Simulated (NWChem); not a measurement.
System: CH$_{3}$Mg cation; SMILES [Mg+][CH3]

Excerpt of the output:

```
             Northwest Computational Chemistry Package (NWChem) 7.3.0
             --------------------------------------------------------

                             Geometry "geometry" -> ""
                             -------------------------

 Output coordinates in angstroms (scale by  1.889725989 to convert to a.u.)

  No.       Tag          Charge          X              Y              Z
 ---- ---------------- ---------- -------------- -------------- --------------
    1 Mg                  12.0000     0.00000000     0.00000000    -0.94938600
    2 C                    6.0000     0.00000000     0.00000000     1.14880800
    3 H                    1.0000     0.74048400     0.74048400     1.45808600
    4 H                    1.0000     0.27103600    -1.01152000     1.45808600
    5 H                    1.0000    -1.01152000     0.27103600     1.45808600

 Effective nuclear repulsion energy (a.u.)      35.0137093203

                              NWChem Property Module
                              ----------------------

  itol2e modified to match energy
  convergence criterion.

                                 NWChem DFT Module
                                 -----------------

 Summary of "ao basis" -> "ao basis" (spherical)
 ------------------------------------------------------------------------------
       Tag                 Description            Shells   Functions and Types
 ---------------- ------------------------------  ------  ---------------------
 Mg                         def2-svp                 8       18   4s3p1d
 C                          def2-svp                 6       14   3s2p1d
 H                          def2-svp                 3        5   2s1p

  itol2e modified to match energy
  convergence criterion.

            General Information
            -------------------
          SCF calculation type: DFT
          Wavefunction type:  closed shell.
          No. of atoms     :     5
          No. of electrons :    20
           Alpha electrons :    10
            Beta electrons :    10
          Charge           :     1
          Spin multiplicity:     1
          Use of symmetry is: off; symmetry adaption is: off
          Maximum number of iterations: 150
          AO basis - number of functions:    47
                     number of shells:    23
          Convergence on energy requested:  1.00D-07
          Convergence on density requested:  1.00D-05
          Convergence on gradient requested:  5.00D-04

              XC Information
              --------------
                         B3LYP Method XC Potential
                     Hartree-Fock (Exact) Exchange  0.200
                        Slater Exchange Functional  0.800 local
                    Becke 1988 Exchange Functional  0.720 non-local
              Lee-Yang-Parr Correlation Functional  0.810
                  VWN I RPA Correlation Functional  0.190 local

             Grid Information
             ----------------
          Grid used for XC integration:  fine
          Radial quadrature: Mura-Knowles
          Angular quadrature: Lebedev.
          Tag              B.-S. Rad. Rad. Pts. Rad. Cut. Ang. Pts.
          ---              ---------- --------- --------- ---------
          Mg                  1.50      123           9.0       770
          C                   0.70       70          10.0       590
          H                   0.35       60          11.0       590
          Grid pruning is: on
          Number of quadrature shells:   373
          Spatial weights used:  Erf1

      Superposition of Atomic Density Guess
      -------------------------------------

 Sum of atomic energies:        -238.65745826

 Renormalizing density from      21.00 to     20

      Non-variational initial energy
      ------------------------------

 Total energy =    -231.925354
 1-e energy   =    -381.083647
 2-e energy   =     114.144583
 HOMO         =      -0.705034
 LUMO         =      -0.423283

[...]

          -----------------------
          Electric field gradient
          -----------------------

 1 a.u. = 0.324123 10**(16) esu/cm**3  ( or statvolts/cm**2 ) = 0.97174 10**(22) v/m**2

 ------------------------------------------------------------
   Atom      X         Y         Z
 ------------------------------------------------------------
    1 Mg   0.00000   0.00000  -1.79408
 ------------------------------------------------------------

 Electric field gradient in molecular frame (a.u.)
         XX             YY             ZZ             XY             XZ             YZ
 ------------------------------------------------------------------------------------------
       -0.101290      -0.101290       0.202579      -0.000000      -0.000000      -0.000000

 Principal components (a.u.) and orientation
 of principal axis w.r.t. absolute frame                      Asymmetry parameter eta
 --------------------------------------------------------------------------------------
        0.202579      -0.101290      -0.101290                       0.000000

       -0.000000       0.706508       0.707705
       -0.000000       0.707705      -0.706508
        1.000000       0.000000      -0.000000

 ------------------------------------------------------------
   Atom      X         Y         Z
 ------------------------------------------------------------
    2 C    0.00000   0.00000   2.17093
 ------------------------------------------------------------

 Electric field gradient in molecular frame (a.u.)
         XX             YY             ZZ             XY             XZ             YZ
 ------------------------------------------------------------------------------------------
        0.102862       0.102862      -0.205724       0.000000      -0.000000      -0.000000

 Principal components (a.u.) and orientation
 of principal axis w.r.t. absolute frame                      Asymmetry parameter eta
 --------------------------------------------------------------------------------------
       -0.205724       0.102862       0.102862                       0.000000

        0.000000       0.703707       0.710490
        0.000000       0.710490      -0.703707
        1.000000      -0.000000      -0.000000

 ------------------------------------------------------------
   Atom      X         Y         Z
 ------------------------------------------------------------
    3 H    1.39931   1.39931   2.75538
 ------------------------------------------------------------

 Electric field gradient in molecular frame (a.u.)
         XX             YY             ZZ             XY             XZ             YZ
 ------------------------------------------------------------------------------------------
       -0.061478      -0.061478       0.122956      -0.216713      -0.085931      -0.085931

 Principal components (a.u.) and orientation
 of principal axis w.r.t. absolute frame                      Asymmetry parameter eta
 --------------------------------------------------------------------------------------
       -0.312134       0.156898       0.155236                       0.005327

        0.681041      -0.190220       0.707107
        0.681041      -0.190220      -0.707107
        0.269012       0.963137       0.000000

 ------------------------------------------------------------
   Atom      X         Y         Z
 ------------------------------------------------------------
    4 H    0.51218  -1.91150   2.75538
 ------------------------------------------------------------

 Electric field gradient in molecular frame (a.u.)
         XX             YY             ZZ             XY             XZ             YZ
 ------------------------------------------------------------------------------------------
        0.126201      -0.249157       0.122956       0.108357      -0.031453       0.117383

 Principal components (a.u.) and orientation
 of principal axis w.r.t. absolute frame                      Asymmetry parameter eta
 --------------------------------------------------------------------------------------
       -0.312134       0.156898       0.155235                       0.005328

       -0.249278      -0.069626       0.965926
        0.930319       0.259845       0.258819
       -0.269012       0.963137       0.000000

 ------------------------------------------------------------
   Atom      X         Y         Z
 ------------------------------------------------------------
    5 H   -1.91150   0.51218   2.75538
 ------------------------------------------------------------

 Electric field gradient in molecular frame (a.u.)
         XX             YY             ZZ             XY             XZ             YZ
 ------------------------------------------------------------------------------------------
       -0.249157       0.126201       0.122956       0.108357       0.117383      -0.031453

 Principal components (a.u.) and orientation
 of principal axis w.r.t. absolute frame                      Asymmetry parameter eta
 --------------------------------------------------------------------------------------
       -0.312134       0.156898       0.155235                       0.005328

        0.930319       0.259845       0.258819
       -0.249278      -0.069626       0.965926
       -0.269012       0.963137       0.000000
```

Level: B3LYP/def2-SVP. Structure relaxed at the B3LYP/6-31G* (spherical d) level. NWChem prints the field gradient with the sign opposite to the second derivative of the potential.

Q: Reconstruct the input file.

A: One answer among several that fit: the input that was run:
```
start job
memory heap 200 mb stack 900 mb global 1100 mb
charge 1
geometry units angstroms noautosym nocenter noautoz
  Mg     0.000000     0.000000    -0.949386
  C      0.000000     0.000000     1.148808
  H      0.740484     0.740484     1.458086
  H      0.271036    -1.011520     1.458086
  H     -1.011520     0.271036     1.458086
end
basis spherical
  * library def2-svp
end
dft
  xc b3lyp
  iterations 150
end
property
  efieldgrad
end
task dft property
```
